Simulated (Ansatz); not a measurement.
Species: WH6 (charge 0, singlet). 
Geometry from a B3LYP-D3(BJ)/def2-TZVP (Ansatz, a program for electronic structure) optimisation:
SMILES: [WH6]
```xyz
7

W      0.0303    -0.0122    -0.0074
H     -1.1267     0.0336     1.1930
H     -0.8271     1.4080     0.1646
H     -0.2194    -0.9924    -1.3903
H     -1.5654    -0.0272    -0.4923
H      0.5029    -0.8924     1.3844
H      0.9962     1.3705    -0.3088
```

Basis-set convergence of Hartree-Fock and CCSD(T) correlation energies (hartree) with Ansatz. Correlated levels leave the core frozen unless marked. No spin-orbit coupling. The frozen core is the preceding noble-gas configuration, with the filled d and f shells of earlier blocks. Past Kr the def2 sets carry scalar-relativistic core potentials.

The T1 diagnostic of CCSD in the largest basis is 0.034, which is high, so the coupled-cluster rows are less sure than usual.

| basis | functions | E(HF) | E(corr, CCSD(T)) |
|---|---|---|---|
| def2-SVP | 62 | -69.69092 | -0.29732 |
| def2-TZVPP | 140 | -69.72555 | -0.34512 |
| def2-QZVPP | 261 | -69.72976 | -0.35731 |

Extrapolating the two largest sets (X = 3 and 4) as X^-3: E(corr) = (64·(-0.35731) - 27·(-0.34512))/37 = -0.3662 Eh, an estimate of the basis-set limit. The largest set recovers 97.6 % of it, the smallest 81.2 %.
